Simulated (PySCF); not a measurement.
Homolysis of single bonds, series Ga Cl-CH3. Isolated molecules, 0 K electronic values unless said otherwise. Strings in code marks are SMILES.

Level of theory: PBE-D3(BJ)/def2-TZVP // PBE0-D4/def2-TZVP in PySCF. 

```tsv
species	dipole moment (D)
radical fragment (`[Cl][Ga][Cl]`)	1.55
whole molecule (`[CH3][Ga]([Cl])[Cl]`)	2.71
radical fragment (`[CH3][Ga][Cl]`)	?
whole molecule (`[CH3][Ga]([CH3])[Cl]`)	2.71
radical fragment (`[CH3][Ga][CH3]`)	0.59
whole molecule (`[CH3][Ga]([CH3])[CH3]`)	0.00
```

Problem. Complete the blanks.

Solution. 
- radical fragment (`[CH3][Ga][Cl]`), dipole moment (D): 2.49
